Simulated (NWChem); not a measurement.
Species: C4H4ClF; SMILES F[C@@H]1CC(=C1)Cl

```xyz
10

F      0.0792     2.5498     0.4600
C      0.0320     1.5010    -0.4166
C      1.0325     0.3985    -0.1925
C      0.0505    -0.5017    -0.0395
Cl     0.0274    -2.1980     0.1403
C     -1.0941     0.4673    -0.1400
H      0.0169     1.9139    -1.4406
H      2.1213     0.3534    -0.2164
H     -1.6158     0.6677     0.8075
H     -1.8263     0.2920    -0.9440
```
Atoms are numbered in this order, from 1.

Computed with NWChem. Pople sets run with spherical d functions. All runs use the structure optimised with PBE0/def2-SVP.

**Question.** Order these by “orbital gap (eV)”, lowest first: PBE/STO-3G; PBE/3-21G; PBE/6-31+G*; PBE/6-31G*.

**Answer.** PBE/STO-3G (4.88), PBE/6-31+G* (5.00), PBE/6-31G* (5.14), PBE/3-21G (5.23)
